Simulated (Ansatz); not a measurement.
Stepwise reaction of `[NH2][In]([NH2])[Cl]` with hydrogen, as a gas-phase model of exchange steps in deposition or etching. ΔE in kJ/mol; ΔG adds harmonic PBE0-D4 terms to CCSD(T)/CBS, at 1 bar.

Isolated molecules relaxed with PBE0-D4/def2-TZVP in Ansatz; ΔE leaves out vibrations. CCSD(T)/CBS adds triple-zeta CCSD(T) − MP2 to the extrapolated MP2 energy (def2 sets, frozen cores). This one scheme is used for every species. DFT in def2-TZVPP. B3LYP here is the variant with VWN-RPA as its local correlation; programs differ in this. Elements past krypton have def2 core potentials. For In outer-core shells are correlated without core-valence functions, which leaves a few kJ/mol of doubt a bond. Each species was taken in one conformer, which may not be the lowest.

| step | reaction | PBE-D4 | B3LYP-D4 | ωB97M-V | CCSD(T)/CBS | ΔG(600 K) |
| --- | --- | --- | --- | --- | --- | --- |
| 1 | `[NH2][In]([NH2])[Cl]` + H₂ → `[NH2][InH][Cl]` + NH₃ | -21.1 | -22.8 | -24.7 | -14.4 | -19.9 |

**Question.** Give the row of step 2, `[NH2][InH][Cl]` + H₂ → `[Cl][InH2]` + NH₃. (An estimate is asked.)

**Answer.** Ansatz gave: 
```csv
step,reaction,PBE-D4,B3LYP-D4,ωB97M-V,CCSD(T)/CBS,ΔG(600 K)
2,`[NH2][InH][Cl]` + H₂ → `[Cl][InH2]` + NH₃,-6.6,-8.1,-9.4,0.2,3.1
```

**Question.** By hand: ΔE of the 2 steps together at CCSD(T)/CBS.

**Answer.** (-14.4) + (0.2) = -14.2 kJ/mol, or -7.1 kJ/mol a step.

In ΔE each step is higher than the one before. ΔG lies between -19.9 and 3.1 kJ/mol a step. PBE-D4 differs from CCSD(T)/CBS by -6.8 to -6.7 kJ/mol a step. Isolated molecules leave out the surface, adducts and barriers. Largest T1 diagnostic: 0.014.
